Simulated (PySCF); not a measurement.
Start geometry of [TcO4]3-, `[O]=[Tc-3](=[O])(=[O])=[O]` [triplet] from GFN2-xTB (Å):
```
atom  x, y, z in Å
Tc1    0.0141    0.0120    0.0489
O2     0.0126   -0.0216    1.8813
O3     1.7372   -0.0014   -0.6507
O4    -0.8947    1.4962   -0.6230
O5    -0.8691   -1.4852   -0.6565
```

Problem. What comes out of this run: PBE0-D3(BJ)/def2-SVP geometry optimisation, gas phase, def2 core potentials past Kr in PySCF?

Solution. 
```
atom  x, y, z in Å
Tc1   -0.0722    0.0826    0.0648
O2    -0.2828   -0.2305    1.7770
O3     1.6921    0.1057   -0.2212
O4    -0.7251    1.4365   -0.8375
O5    -0.6121   -1.3943   -0.7832
```

The energy falls by 0.508 eV over 21 energy and gradient evaluations, the largest force component goes from 0.0175 to 4.4e-04 Eh/bohr, and the atoms move by 0.141 Å rms after alignment. The bond that changes most is Tc1–O4 (ends: technetium bonded to 4 O; oxygen bonded to Tc), which shortens by 0.112 Å. Bonds longer at the end by more than 0.005 Å: 0 of 4; shorter: 4. Among the angles that change most is O2–Tc1–O4, from 112.0° to 126.6°. Rotational constants go from 3504, 3427, 3368 to 4163, 3693, 3573 MHz. The orientation of the end geometry is arbitrary; only internal coordinates are fixed.

The run used 87 basis functions and 312 SCF cycles in all. Hardware: x86-64 server, one thread, on a shared host. Cost: 61 s wall.

Stationary, but not proved a minimum. ⟨S²⟩ = 2.006 (exact for a triplet: 2.00). Whether so highly charged an anion holds all its electrons in the gas phase wasn't checked; a finite basis holds them in any case. No counter-ion or solvent screens the charge of this multiply charged ion. The geometry's basis has no diffuse functions, a weakness for an anion.

Neither the SCF state along the optimisation nor the shape of the open-shell metal species was proved the lowest: other solutions of the same spin, or a structure of lower symmetry, can lie below.
